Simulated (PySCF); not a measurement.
Electron correlation in Ar²⁺ (argon, charge +2)

[Ne] 3s1 3p4 3d1, one real determinant (an excited configuration). All numbers are calculated (PySCF 2.14, scalar relativity by spin-free X2C-1e, in aug-cc-pCVTZ-DK). Frozen: [Ne]; 6 electrons correlated.

MP2 pair energies summed by pair of shells (mhartree):

```json
{"pair": "3p-3p", "energy": "-82.47", "share (%)": "71.6"}
{"pair": "3p-3d", "energy": "-20.41", "share (%)": "17.7"}
{"pair": "3s-3p", "energy": "-11.04", "share (%)": "9.6"}
{"pair": "3s-3d", "energy": "-1.19", "share (%)": "1.0"}
```

Total MP2 correlation energy: -115.11 mhartree.

Same-spin part -32.24 and opposite-spin part -82.87 mhartree; SCS-MP2 scales them by 1/3 and 6/5 to -110.19 mhartree.

The reference is one real determinant that mixes LS terms of this configuration.
